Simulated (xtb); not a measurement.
xtb input (GFN2-xTB):

```bash
xtb mol.xyz --gfn 2 --sp --chrg -1 --uhf 0
```
mol.xyz:
```
11

Ge    -1.67473381     0.02358184     0.38991107
C      0.20767270     0.08490288     0.08722182
C      1.14972548     0.72054959     0.86956964
C      2.48110124     0.58509059     0.37943961
C      2.66496963    -0.14888652    -0.79235746
S      1.07497135    -0.65868398    -1.24367031
H     -2.52327580     0.63603778    -0.76101150
H     -2.24299460    -1.41361550     0.56680667
H     -2.06843188     0.80234813     1.67513753
H      0.88870719     1.26876449     1.77090464
H      3.31712110     1.04085068     0.90649181
```

End of the output:

```
         :::::::::::::::::::::::::::::::::::::::::::::::::::::
         ::                     SUMMARY                     ::
         :::::::::::::::::::::::::::::::::::::::::::::::::::::
         :: total energy             -16.392647734641 Eh    ::
         :: gradient norm              0.032691502661 Eh/a0 ::
         :: HOMO-LUMO gap              2.635357300186 eV    ::
         ::.................................................::
         :: SCC energy               -16.569519446373 Eh    ::
         :: -> isotropic ES            0.096622561299 Eh    ::
         :: -> anisotropic ES          0.002135979896 Eh    ::
         :: -> anisotropic XC          0.006383563737 Eh    ::
         :: -> dispersion             -0.010790329474 Eh    ::
         :: repulsion energy           0.176871711732 Eh    ::
         :: add. restraining           0.000000000000 Eh    ::
         :: total charge              -1.000000000000 e     ::
         :::::::::::::::::::::::::::::::::::::::::::::::::::::

           -------------------------------------------------
          |                Property Printout                |
           -------------------------------------------------

    * Orbital Energies and Occupations

         #    Occupation            Energy/Eh            Energy/eV
      -------------------------------------------------------------
         1        2.0000           -0.5188161             -14.1177
       ...           ...                  ...                  ...
         4        2.0000           -0.3917584             -10.6603
         5        2.0000           -0.3613953              -9.8341
         6        2.0000           -0.3362295              -9.1493
         7        2.0000           -0.3151959              -8.5769
         8        2.0000           -0.3007672              -8.1843
         9        2.0000           -0.3003425              -8.1727
        10        2.0000           -0.2688564              -7.3160
        11        2.0000           -0.2673565              -7.2751
        12        2.0000           -0.2531809              -6.8894
        13        2.0000           -0.2287573              -6.2248
        14        2.0000           -0.1948009              -5.3008
        15        2.0000           -0.1721393              -4.6841
        16        2.0000           -0.1451826              -3.9506 (HOMO)
        17                         -0.0483350              -1.3153 (LUMO)
        18                          0.0002178               0.0059
        19                          0.0235620               0.6412
        20                          0.0304295               0.8280
        21                          0.0436913               1.1889
        22                          0.0510822               1.3900
        23                          0.0905930               2.4652
        24                          0.1407269               3.8294
        25                          0.1671358               4.5480
        26                          0.1941008               5.2818
        27                          0.2212413               6.0203
       ...                                ...                  ...
        39                          1.1542381              31.4084
      -------------------------------------------------------------
                  HL-Gap            0.0968476 Eh            2.6354 eV
             Fermi-level           -0.0967588 Eh           -2.6329 eV

     #   Z          covCN         q      C6AA      α(0)
     1  32 Ge       3.712     0.126   169.279    23.359
     2   6 C        2.882    -0.043    29.056     8.837
     3   6 C        3.138    -0.051    29.029     8.818
     4   6 C        3.203    -0.066    29.031     8.778
     5   6 C        1.969    -0.232    37.929     9.946
     6  16 S        2.495    -0.306   154.343    20.910
     7   1 H        0.921    -0.098     5.479     3.661
     8   1 H        0.921    -0.098     5.479     3.661
     9   1 H        0.922    -0.106     5.767     3.756
    10   1 H        0.925    -0.055     4.217     3.211
    11   1 H        0.925    -0.072     4.683     3.384

 Mol. C6AA /au·bohr⁶  :       3477.610845
 Mol. C8AA /au·bohr⁸  :     137311.107943
 Mol. α(0) /au        :         98.319756

Wiberg/Mayer (AO) data.
largest (>0.10) Wiberg bond orders for each atom

 ---------------------------------------------------------------------------
     #   Z sym  total        # sym  WBO       # sym  WBO       # sym  WBO
 ---------------------------------------------------------------------------
     1  32 Ge   3.647 --     2 C    0.963     9 H    0.850     7 H    0.846
                             8 H    0.846
     2   6 C    3.925 --     3 C    1.511     6 S    1.105     1 Ge   0.963
                             5 C    0.136
     3   6 C    3.975 --     2 C    1.511     4 C    1.320    10 H    0.956
                             6 S    0.108
     4   6 C    3.952 --     5 C    1.539     3 C    1.320    11 H    0.962
     5   6 C    3.025 --     4 C    1.539     6 S    1.257     2 C    0.136
     6  16 S    2.566 --     5 C    1.257     2 C    1.105     3 C    0.108
     7   1 H    0.990 --     1 Ge   0.846
     8   1 H    0.990 --     1 Ge   0.846
     9   1 H    0.986 --     1 Ge   0.850
    10   1 H    0.997 --     3 C    0.956
    11   1 H    0.994 --     4 C    0.962
 ---------------------------------------------------------------------------

Topologies differ in total number of bonds
Writing topology from bond orders to xtbtopo.mol

molecular dipole:
                 x           y           z       tot (Debye)
 q only:       -1.880       0.011       0.414
   full:       -2.229       0.424       1.125       6.437
molecular quadrupole (traceless):
                xx          xy          yy          xz          yz          zz
 q only:      -12.730      -0.668       7.994       3.753      -2.853       4.737
  q+dip:      -16.229       1.972      10.461       9.006      -2.817       5.767
   full:      -16.640       1.626      10.857       8.727      -3.361       5.782

           -------------------------------------------------
Note: The following floating-point exceptions are signalling: IEEE_UNDERFLOW_FLAG IEEE_DENORMAL
normal termination of xtb
          | TOTAL ENERGY              -16.392647734641 Eh   |
          | GRADIENT NORM               0.032691502661 Eh/α |
          | HOMO-LUMO GAP               2.635357300186 eV   |
           -------------------------------------------------

------------------------------------------------------------------------
------------------------------------------------------------------------
 total:
 SCF:
```

It need not be the lowest isomer of its formula. Whether it binds its extra electron was not tested at this geometry.
